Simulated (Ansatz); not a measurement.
CH7FSiSn can be A, `F[CH]([SiH3])[SnH3]`, or B, `C[SiH](F)[SnH3]`.

Calculated with Ansatz (gas phase, PBE0-D4/def2-TZVP geometries, no zero-point term in ΔE). CBS: MP2 limit from def2 TZ/QZ plus the TZ coupled-cluster correction, frozen cores. DFT in def2-TZVPP. B3LYP here is the variant with VWN-RPA as its local correlation; programs differ in this. def2 core potentials past Kr. For Sn outer-core shells are correlated without core-valence functions, which leaves a few kJ/mol of doubt a bond.

(1) Which isomer does CCSD(T)/CBS put lower? Give the gap. (Best estimate.)

(2) Give E(B) − E(A) in kJ/mol with B3LYP, HF/def2-TZVPP, MP2/def2-TZVPP, CCSD/def2-TZVPP, CCSD(T)/def2-TZVPP, B2PLYP, ωB97M-V. (Best estimate.)

Largest T1 diagnostic: 0.013.

Results:

(1) The calculation gave: B, by 298.4 kJ/mol.

(2) The calculation gave: B3LYP -293.3, HF/def2-TZVPP -301.1, MP2/def2-TZVPP -303.2, CCSD/def2-TZVPP -295.2, CCSD(T)/def2-TZVPP -292.1, B2PLYP -296.8, ωB97M-V -293.1. None reverses the order clearly.

From PBE to PBE0 (25 % exact exchange), in def2-TZVPP and without D4, E(B) − E(A) moves by −9.1 kJ/mol.
